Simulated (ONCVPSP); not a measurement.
# germanium (Ge): one change to an ONCV potential, before and after

```
Element                 : germanium (Ge)
Generator               : ONCVPSP 4.0.1
Type                    : optimised norm-conserving Vanderbilt (ONCV)
Functional              : LDA (Perdew-Wang 92)
Relativity              : scalar-relativistic
Frozen core             : [Ar]
Valence charge          : 14
Reference configuration : 3d10 4s2 4p2
Partial waves           : 4s: rc 1.80 bohr, ncon 3, nbas 6, qcut 4.6 1/bohr, 2 projectors, debl 2.1 Ha; 4p: rc 2.10 bohr, ncon 5, nbas 9, qcut 3.9 1/bohr, 2 projectors, debl 3.6 Ha; 3d: rc 1.30 bohr, ncon 4, nbas 8, qcut 13.4 1/bohr, 2 projectors, debl 3.4 Ha
Local potential         : polynomial inside 0.90 bohr (lpopt 5, dvloc0 0 Ha)
Core correction         : Teter function, fcfact 3.75, rcfact 1.3
```

Change: p: rc 3.1.

Cutoffs: the cutoffs (Ha) at which the residual kinetic energy of the hardest occupied pseudo-wave falls to 1 and 0.1 mHa per electron; they do not see the model core or the augmentation charge, which bear on the density cutoff. Errors are all-electron minus pseudo energies relative to the spin-unpolarised reference configuration.

Task: How do hardness, ghosts and transferability respond?

Result: The potential gets neither clearly harder nor softer (68 Ha and 76 Ha → 68 Ha and 76 Ha); both files keep a bound ghost (s); of the 4 tests that both files solve, the error grows in 3 and shrinks in 0 by more than 15 % and 0.3 meV (median size 1.4 → 15.2 meV). More of the atom is replaced by a form fitted at one configuration, so other configurations suffer.

```csv
quantity,base,changed
"cutoff, loose",68 Ha,68 Ha
"cutoff, tight",76 Ha,76 Ha
loose cutoff by channel,"s 8.3 Ha, p 6.3 Ha, d 68 Ha","s 8.3 Ha, p 2.8 Ha, d 68 Ha"
bound ghosts,s,s
GHOST(+) flags under 300 eV,p at 133.3 eV,p at 115.3 eV
"error for 3d10 4s2 4p1, meV [ΔE 7.63 eV]",-0.8,-3.2
"error for 3d10 4s2 4p0, meV [ΔE 23.34 eV]",-1.9,-27
"error for 3d10 4s1 4p0, meV [ΔE 58.56 eV]",+10,-54
"error for 3d10 4s2 4p1.5, meV [ΔE 2.89 eV]",-0.3,-0.6
s: phases at 1.83 bohr within 0.05 rad from the reference energy up to (Ha; the scan ends near 5),4.4,4.4
d: phases at 1.32 bohr within 0.05 rad from the reference energy up to (Ha; the scan ends near 5),to the end of the scan,to the end of the scan
"rms error of d²Exc/dni dnj with the model core, mHa",3.33,3.32
```

 A true bound ghost makes a file unfit for plane-wave use even where its test errors are small: the radial tests pick states by their node count and pass the ghost by.
